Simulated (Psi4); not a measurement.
C₂HO₂ (SMILES O=[C-]C=O), charge -1, singlet, geometry from GFN2-xTB (a gas-phase anion, which may not be bound at this level); MP2/def2-SVP (Psi4).

Input for Psi4:
```
memory 2 GB

molecule mol {
-1 1
C     0.317138    0.547825   -0.195408
C    -0.035997   -0.708691    0.061981
O     0.812366    1.629497    0.083593
O    -1.139686   -1.345816    0.023272
H     0.931714   -1.304253   -0.054351
}

set {
  basis def2-svp
  reference rhf
}

energy('mp2')
print_variables()
```

What the program printed (banner, timings and long lists left out):

```
    SCF Algorithm Type (re)set to DF.

   => Loading Basis Set <=

    Name: DEF2-SVP
    Role: ORBITAL
    Keyword: BASIS

         ---------------------------------------------------------
                                   SCF
               by Justin Turney, Rob Parrish, Andy Simmonett
                          and Daniel G. A. Smith
                              RHF Reference
         ---------------------------------------------------------

  ==> Geometry <==

    Molecular point group: c1
    Full point group: C1

    Geometry (in Angstrom), charge = -1, multiplicity = 1:

       Center              X                  Y                   Z               Mass
    ------------   -----------------  -----------------  -----------------  -----------------
         C            0.333327416442     0.525146828960    -0.196344814912    12.000000000000
         C           -0.019807583558    -0.731369171040     0.061044185088    12.000000000000
         O            0.828555416442     1.606818828960     0.082656185088    15.994914619570
         O           -1.123496583558    -1.368494171040     0.022335185088    15.994914619570
         H            0.947903416442    -1.326931171040    -0.055287814912     1.007825032230

  Running in c1 symmetry.

  Rotational constants: A =      2.94488  B =      0.15092  C =      0.14511 [cm^-1]
  Rotational constants: A =  88285.30636  B =   4524.57927  C =   4350.32248 [MHz]
  Nuclear repulsion =   93.228970988997645

  Charge       = -1
  Multiplicity = 1
  Electrons    = 30
  Nalpha       = 15
  Nbeta        = 15

  ==> Algorithm <==

  SCF Algorithm Type is DF.
  DIIS enabled.
  MOM disabled.
  Fractional occupation disabled.
  Guess Type is SAD.
  Energy threshold   = 1.00e-08
  Density threshold  = 1.00e-08
  Integral threshold = 1.00e-12

  ==> Primary Basis <==

  Basis Set: DEF2-SVP
    Blend: DEF2-SVP
    Number of shells: 27
    Number of basis functions: 61
    Number of Cartesian functions: 65
    Spherical Harmonics?: true
    Max angular momentum: 2

   => Loading Basis Set <=

    Name: (DEF2-SVP AUX)
    Role: JKFIT
    Keyword: DF_BASIS_SCF

  ==> Integral Setup <==

  SCF_SUBTYPE=INCORE selected. In-core MEM_DF algorithm will be used.
  Using in-core AOs.

  ==> MemDFJK: Density-Fitted J/K Matrices <==

    J tasked:                   Yes
    K tasked:                   Yes
    wK tasked:                   No
    Algorithm:                 Core
    Schwarz Cutoff:           1E-12
    Mask sparsity (%):       1.1287
    Fitting Condition:        1E-10

   => Auxiliary Basis Set <=

  Basis Set: (DEF2-SVP AUX)
    Blend: DEF2-UNIVERSAL-JKFIT
    Number of shells: 106
    Number of basis functions: 322
    Number of Cartesian functions: 384
    Spherical Harmonics?: true
    Max angular momentum: 4

  Minimum eigenvalue in the overlap matrix is 1.8799020106E-03.
  Reciprocal condition number of the overlap matrix is 4.2103696067E-04.
    Using symmetric orthogonalization.

  ==> Pre-Iterations <==

  SCF Guess: Superposition of Atomic Densities via on-the-fly atomic UHF (no occupation information).

   -------------------------
    Irrep   Nso     Nmo
   -------------------------
     A         61      61
   -------------------------
    Total      61      61
   -------------------------

  ==> Iterations <==

                           Total Energy        Delta E     RMS |[F,P]|

   @DF-RHF iter SAD:  -224.70062231379023   -2.24701e+02   0.00000e+00
   @DF-RHF iter   1:  -225.60586091754925   -9.05239e-01   9.70347e-03 ADIIS/DIIS
   @DF-RHF iter   2:  -225.68932266026980   -8.34617e-02   7.36985e-03 ADIIS/DIIS
   @DF-RHF iter   3:  -225.76623158118119   -7.69089e-02   9.50247e-04 ADIIS/DIIS
   @DF-RHF iter   4:  -225.76910110893496   -2.86953e-03   3.22819e-04 ADIIS/DIIS
   @DF-RHF iter   5:  -225.76980114982243   -7.00041e-04   1.43430e-04 ADIIS/DIIS
   @DF-RHF iter   6:  -225.76997353005095   -1.72380e-04   6.60073e-05 DIIS
[...]
  Energy and wave function converged.

  ==> Post-Iterations <==

    Orbital Energies [Eh]
    ---------------------

    Doubly Occupied:

[...]
    Virtual:

[...]
      61A      4.320693

    Final Occupation by Irrep:
              A
    DOCC [    15 ]
    NA   [    15 ]
    NB   [    15 ]

  @DF-RHF Final Energy:  -225.77005162643661

   => Energetics <=

    Nuclear Repulsion Energy =             93.2289709889976450
    One-Electron Energy =                -501.4668490067290350
    Two-Electron Energy =                 182.4678263912948069
    Total Energy =                       -225.7700516264366115

Computation Completed

Properties will be evaluated at   0.000000,   0.000000,   0.000000 [a0]

Properties computed using the SCF density matrix

 Multipole Moments:

 ------------------------------------------------------------------------------------
     Multipole            Electronic (a.u.)      Nuclear  (a.u.)        Total (a.u.)
 ------------------------------------------------------------------------------------

 L = 1.  Multiply by 2.5417464519 to convert [e a0] to [Debye]
 Dipole X            :         -0.1533639            0.8872133            0.7338494
 Dipole Y            :          1.5635929           -1.2428123            0.3207806
 Dipole Z            :          0.1287125           -0.0513262            0.0773864
 Magnitude           :                                                    0.8046265

 ------------------------------------------------------------------------------------

  //>>>>>>>>>>>>>>>>>>>>>>>>>>>>>>>>>>>//
  //               DFMP2               //
  //<<<<<<<<<<<<<<<<<<<<<<<<<<<<<<<<<<<//

   => Loading Basis Set <=

    Name: (DEF2-SVP AUX)
    Role: RIFIT
    Keyword: DF_BASIS_MP2

	 --------------------------------------------------------
	                          DF-MP2
	      2nd-Order Density-Fitted Moller-Plesset Theory

	        Rob Parrish, Justin Turney, Andy Simmonett,
	           Ed Hohenstein, and C. David Sherrill
	 --------------------------------------------------------

   => Auxiliary Basis Set <=

  Basis Set: (DEF2-SVP AUX)
    Blend: DEF2-SVP-RI
    Number of shells: 70
    Number of basis functions: 206
    Number of Cartesian functions: 235
    Spherical Harmonics?: true
    Max angular momentum: 3

	 --------------------------------------------------------
	                 NBF =    61, NAUX =   206
	 --------------------------------------------------------
	   CLASS    FOCC     OCC    AOCC    AVIR     VIR    FVIR
	   PAIRS       0      15      15      46      46       0
	 --------------------------------------------------------

	-----------------------------------------------------------
	 ==================> DF-MP2 Energies <====================
	-----------------------------------------------------------
	 Reference Energy          =    -225.7700516264366115 [Eh]
	 Singles Energy            =      -0.0000000000000000 [Eh]
	 Same-Spin Energy          =      -0.1705300492488749 [Eh]
	 Opposite-Spin Energy      =      -0.4581612248133826 [Eh]
	 Correlation Energy        =      -0.6286912740622574 [Eh]
	 Total Energy              =    -226.3987429004988599 [Eh]
	-----------------------------------------------------------
	 ================> DF-SCS-MP2 Energies <==================
	-----------------------------------------------------------
	 SCS Same-Spin Scale       =       0.3333333333333333 [-]
	 SCS Opposite-Spin Scale   =       1.2000000000000000 [-]
	 SCS Same-Spin Energy      =      -0.0568433497496250 [Eh]
	 SCS Opposite-Spin Energy  =      -0.5497934697760590 [Eh]
	 SCS Correlation Energy    =      -0.6066368195256840 [Eh]
	 SCS Total Energy          =    -226.3766884459622872 [Eh]
	-----------------------------------------------------------

  Variable Map:
  ----------------------------------------------------------------------------
[...]
  Array Variable Map:
  ----------------------------------------------------------------------------
[...]
[...]
```
